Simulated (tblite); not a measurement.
**Question.** Write Cartesian coordinates for InChI=1S/C5H9F3OSi/c1-3-4(2-10-3)9-5(6,7)8/h3-4H,2,10H2,1H3/t3-,4+/m0/s1 as optimised with GFN2-xTB.

**Answer.** 
```xyz
19
C5H9F3OSi angstrom
C     -1.2331   -1.4988    0.4905
C     -0.6969   -0.0797    0.5975
Si    -1.7970    1.3973    0.0462
C     -0.1410    1.6957   -0.8616
C      0.3570    0.3053   -0.4579
O      1.7127    0.4134    0.0513
C      2.4193   -0.6829    0.1108
F      2.5284   -1.3405   -1.0637
F      3.6601   -0.4011    0.5037
F      1.9534   -1.6105    0.9755
H     -1.6464   -1.6773   -0.5006
H     -0.4504   -2.2327    0.6745
H     -2.0227   -1.6544    1.2220
H     -0.2706    0.0689    1.5915
H     -2.1941    2.3672    1.0606
H     -2.9023    1.0077   -0.8276
H      0.4807    2.4521   -0.3895
H     -0.1252    1.8742   -1.9326
H      0.3585   -0.3943   -1.2979
```

Orientation and origin are arbitrary. Atoms count from 1 in this order. The 4-membered ring C2–Si3–C4–C5 has internal angles of 76.1° to 100.7°; it is puckered, 0.08 Å rms from its mean plane, widest ring torsion 12°. Si3 (SiH2 silicon) has angles from 76.1° to 117.9°. The 2 C–O bonds span 1.306 Å (O6–C7, drawn single) to 1.452 Å (C5–O6, drawn single), a spread of 0.146 Å. Of the pairs four or more bonds apart, F8···H19 is among the closest relative to their van der Waals radii: 2.38 Å, 89 % of the sum of Bondi's values.

Bonds between heavy atoms (Å): C1–C2 1.521, C2–Si3 1.922, Si3–C4 1.912, C4–C5 1.531, C5–O6 1.452, O6–C7 1.306, C7–F8 1.350, C7–F9 1.332, C7–F10 1.351, C2–C5 1.540.

The geometry is computed with GFN2-xTB (gas phase).

Point group: C1 (no symmetry element, even within 0.4 Å). Its lowest GFN2-xTB frequency is 13 cm⁻¹, too small to tell a flat minimum from a shallow saddle. The numbers are those of one conformer (C4–C5–O6–C7 -162°, C1–C2–Si3–C4 -129°, C2–Si3–C4–C5 10°, Si3–C4–C5–O6 -133°, C1–C2–C5–C4 136°).
